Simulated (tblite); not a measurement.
Compound: C₈H₁₄N₂.
SMILES with atom numbers: `[CH2:1]=[CH:2]/[CH:3]=[N:4]/[NH:5][CH:6]1[CH2:7][CH2:8][CH2:9][CH2:10]1` (hydrogens: H11, H12 on C1; H13 on C2; H14 on C3; H15 on N5; H16 on C6; H17, H18 on C7; H19, H20 on C8; H21, H22 on C9; H23, H24 on C10)

Structure used (GFN2-xTB), in Å, numbered top down from 1:
```
atom  x, y, z in Å
C1     5.0301   -0.4917    0.2233
C2     3.8581   -0.5259   -0.4079
C3     2.5988   -0.2568    0.2246
N4     1.5165   -0.3158   -0.4542
N5     0.3456   -0.1068    0.1096
C6    -0.8424   -0.0655   -0.6932
C7    -1.9183   -1.0408   -0.1715
C8    -3.2413   -0.3021   -0.3468
C9    -2.8736    1.1417   -0.0177
C10   -1.5201    1.3283   -0.7049
H11    5.9563   -0.7007   -0.2825
H12    5.0987   -0.2526    1.2720
H13    3.7992   -0.7673   -1.4598
H14    2.5997   -0.0088    1.2934
H15    0.2832    0.1791    1.0863
H16   -0.5178   -0.3428   -1.6980
H17   -1.7390   -1.2313    0.8886
H18   -1.8921   -1.9941   -0.6951
H19   -3.5752   -0.3718   -1.3830
H20   -4.0267   -0.6948    0.2974
H21   -2.7705    1.2580    1.0626
H22   -3.6177    1.8550   -0.3688
H23   -1.6638    1.6587   -1.7331
H24   -0.8994    2.0685   -0.2003
```

Method: GFN2-xTB as coded in tblite; computed harmonic values from a numerical Hessian at the method's own geometry, unscaled. This tight-binding method is rough: wavenumbers can miss measured ones by several per cent, in bad cases by 10 to 20. One conformer, not necessarily the lowest. The optimisation stopped once no atom felt more than 0.01 eV/Å.

Lowest wavenumbers of the output (negative numbers stand for imaginary wavenumbers):
```
mode    cm-1
  1     -21.4
  2      25.3
  3      86.4
  4     109.3
  5     149.0
  6     242.1
  7     282.3
  8     298.1
  9     310.8
 10     374.8
 11     482.1
 12     511.5
 13     538.9
 14     567.9
 15     643.1
```

Task: Is this structure a minimum?

Result: Not by this Hessian. 1 mode is imaginary beyond 20i (21i cm⁻¹), so at this level the point lies at or near a first-order saddle. The curvature is small, so loose convergence or finite differences may be the whole cause.

Task: Which atoms move in the imaginary mode?

Result: 21i: N5 (nitrogen bonded to C, N and H) 31 %, C1 (terminal =CH2 carbon) 13 %. These are shares of the mass-weighted motion.

Task: What is the remedy?

Result: Step along that mode in both directions, optimise again with tighter thresholds and repeat the frequencies. The zero-point energy of this point (129.9 kcal/mol) counts the 65 real modes alone, and thermal corrections from it aren't those of a minimum.
